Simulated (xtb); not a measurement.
HF5OW, triplet, at a GFN2-xTB geometry (such geometries of metal compounds can be far from the true shape) (the multiplicity is a formal guess); GFN-FF (xtb).

Input for xtb:
```
$ xtb mol.xyz --gfnff --uhf 2 --json

# file mol.xyz
8

W      0.00250320    -0.00514199     0.00119349
F     -0.77256193     1.58697031    -0.36834621
F      1.45787778     0.98427826     1.00354396
F      0.78110345    -0.01179125    -1.86843523
F     -0.81250390     0.07629300     1.85346395
F     -1.48927824    -0.91977652    -1.01851524
O      0.76864940    -1.57893332     0.36648077
H      1.18383349    -2.43179028     0.56443446
```

Output, abridged:

```
   ID    Z sym.   atoms
    1   74 W      1
    2    9 F      2-6
    3    8 O      7
    4    1 H      8

           -------------------------------------------------
          |                Calculation Setup                |
           -------------------------------------------------

          ==================== Thresholds ====================
          CN  :   150.00000
          rep :   500.00000
          disp:  2500.00000
          HB1 :   250.00000
          HB2 :   450.00000

          Pauling EN used:
          Z : 1  EN :  2.20
          Z : 8  EN :  3.44
          Z : 9  EN :  3.98
          Z :74  EN :  1.70
          electric field strengths (au): 0.000

           -------------------------------------------------
          |           Force Field Initialization            |
           -------------------------------------------------

          distances ...
          ----------------------------------------
          generating topology and atomic info file ...
          pair mat ...
          computing topology distances matrix with Floyd-Warshall algo ...
          making topology EEQ charges ...
          #fragments for EEQ constrain: 1
          ----------------------------------------
          generating topology and atomic info file ...
          pair mat ...
          computing topology distances matrix with Floyd-Warshall algo ...
          making topology EEQ charges ...
          #fragments for EEQ constrain: 1
          rings ...
          # BATM   10
          # H in HB   1

  atom   neighbors  erfCN metchar sp-hybrid imet pi  qest     coordinates
    1  W       6    4.21   0.01         0    2    0   0.553    0.004730   -0.009717    0.002255
    2  F       1    0.98   0.00         0    0    0  -0.108   -1.459930    2.998939   -0.696073
    3  F       1    0.96   0.00         0    0    0  -0.108    2.754990    1.860016    1.896423
    4  F       1    0.96   0.00         0    0    0  -0.108    1.476072   -0.022282   -3.530831
    5  F       1    0.96   0.00         0    0    0  -0.108   -1.535410    0.144173    3.502539
    6  F       1    0.96   0.00         0    0    0  -0.108   -2.814328   -1.738126   -1.924715
    7  O       2    1.92   0.00         3    0    0  -0.345    1.452537   -2.983752    0.692548
    8  H       1    0.97   0.01         0    0    0   0.331    2.237121   -4.595418    1.066627

          #atoms :   8
          #bonds :   7
          #angl  :   16
          #tors  :   0
          #nmol  :   1
[...]
           -------------------------------------------------
          |                   G F N - F F                   |
          |          A general generic force-field          |
          |                  Version 1.0.3                  |
           -------------------------------------------------
          Number of HB bonds (bound hydrogen)     60
          Number of HB bonds (unbound hydrogen)   30
          Number of XB bonds                      0

         :::::::::::::::::::::::::::::::::::::::::::::::::::::
         ::                     SUMMARY                     ::
         :::::::::::::::::::::::::::::::::::::::::::::::::::::
         :: total energy              -0.847633106364 Eh    ::
         :: gradient norm              0.040214088274 Eh/a0 ::
         ::.................................................::
         :: bond energy               -0.632842565717 Eh    ::
         :: angle energy               0.004000671966 Eh    ::
         :: torsion energy             0.000000000000 Eh    ::
         :: repulsion energy           0.026621949374 Eh    ::
         :: electrostat energy        -0.242549416487 Eh    ::
         :: dispersion energy         -0.002865214370 Eh    ::
         :: HB energy                  0.000000000000 Eh    ::
         :: XB energy                  0.000000000000 Eh    ::
         :: bonded atm energy          0.000001468869 Eh    ::
         :: external energy            0.000000000000 Eh    ::
         :: add. restraining           0.000000000000 Eh    ::
         :: total charge               0.000000000000 e     ::
         :::::::::::::::::::::::::::::::::::::::::::::::::::::

           -------------------------------------------------
          |                Property Printout                |
           -------------------------------------------------

molecular dipole:
                 x           y           z       tot (Debye)
 q only:        0.583      -1.198       0.278       3.459

           -------------------------------------------------
          | TOTAL ENERGY               -0.847633106364 Eh   |
          | GRADIENT NORM               0.040214088274 Eh/α |
           -------------------------------------------------
########################################################################
[WARNING] Runtime exception occurred
-1- gfnff_setup: Could not read topology file.
########################################################################

normal termination of xtb
```
